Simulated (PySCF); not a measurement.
Cd(Br)(Et) (C2H5BrCd), SMILES C[CH2][Cd][Br].

Coordinates come from a B3LYP-D3(BJ)/def2-SVP optimisation. The structure was generated by enumeration; whether it is a known compound was not checked. The def2 effective core potentials stand for the cores of Cd; spin–orbit coupling is left out. Other conformers were not sampled.

Computed with PBE/def2-TZVP (PySCF).

Symmetry labels are those of the subgroup Cs that the program uses (full group Cs).

Computed valence orbital energies around the gap with their symmetry:
```tsv
orbital	symmetry	energy (eV)
HOMO−7	A"	-10.89
HOMO−6	A'	-10.28
HOMO−5	A'	-9.33
HOMO−4	A"	-8.59
HOMO−3	A'	-8.19
HOMO−2	A'	-6.57
HOMO−1	A'	-6.54
HOMO	A"	-6.54
LUMO	A'	-1.85
LUMO+1	A'	-1.17
LUMO+2	A"	-1.09
LUMO+3	A'	0.55
```
